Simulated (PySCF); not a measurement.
**Sr: ionisation energy**

Sr [Kr] 5s2 (1S) → Sr+ [Kr] 5s1 (2S), as a difference of total energies. Computed with PySCF 2.14 in x2c-TZVPPall, with the spin-free X2C one-electron Hamiltonian (Gaussian nucleus). Correlated levels: valence and next inner shell: [Ar] 3d10 frozen. The calculations carry no spin-orbit coupling.

| method | ionisation energy (eV) | error (eV) |
| --- | --- | --- |
| UHF | 4.746 | -0.949 |
| MP2 (valence and next inner shell) | 5.564 | -0.131 |
| SCS-MP2 (valence and next inner shell) | 5.599 | -0.096 |
| CCSD (valence and next inner shell) | 5.586 | -0.109 |
| CCSD(T) (valence and next inner shell) | 5.657 | -0.038 |

Reference: 5.695 eV (measured; NIST Atomic Spectra Database, ionization energies).

Errors of the correlated levels include the incompleteness of this basis and the frozen core.
